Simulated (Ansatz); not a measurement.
`C[B](Cl)[GeH3]` + `OBF` → `FB[O][GeH3]` + `CBCl`  (cleavage of the Ge–B bond)

Program: Ansatz. Geometries: PBE0-D4/def2-TZVP. ΔE: electronic, gas phase. CBS: MP2 limit from def2 TZ/QZ plus the TZ coupled-cluster correction, frozen cores. This one scheme is used for every species. Functionals use def2-TZVPP. B3LYP here is the variant with VWN-RPA as its local correlation; programs differ in this. For Ge outer-core shells are correlated without core-valence functions, which leaves a few kJ/mol of doubt a bond. Scalar relativity is left out up to krypton. One conformer a species, not always the lowest.

Question: Is it downhill or uphill in electronic energy at CCSD(T)/CBS, and by how much? (An estimate is asked.)

Answer: Computed: Downhill: ΔE = -30.7 kJ/mol.

Question: What do these levels give: B3LYP-D4, ωB97M-V, PBE-QIDH, HF/def2-SVP, CCSD(T)/def2-TZVPP, HF/CBS(def2)? (Best estimate.)

Answer: Ansatz gave: B3LYP-D4 -34.8, ωB97M-V -35.1, PBE-QIDH -32.9, HF/def2-SVP -54.6, CCSD(T)/def2-TZVPP -35.5, HF/CBS(def2) -64.5 kJ/mol.

Largest T1 diagnostic among the species: 0.013.

From BLYP to BHLYP (50 % exact exchange), in def2-TZVPP and without D4, ΔE moves by −9.6 kJ/mol. At CCSD(T), def2-SVP lies −5.2 kJ/mol from the extrapolated value and def2-TZVPP −4.8 kJ/mol. In def2-TZVPP, CCSD(T) changes the Hartree–Fock value by +26.1 kJ/mol (the triples alone add +2.6 kJ/mol) and MP2 by +23.9 kJ/mol.
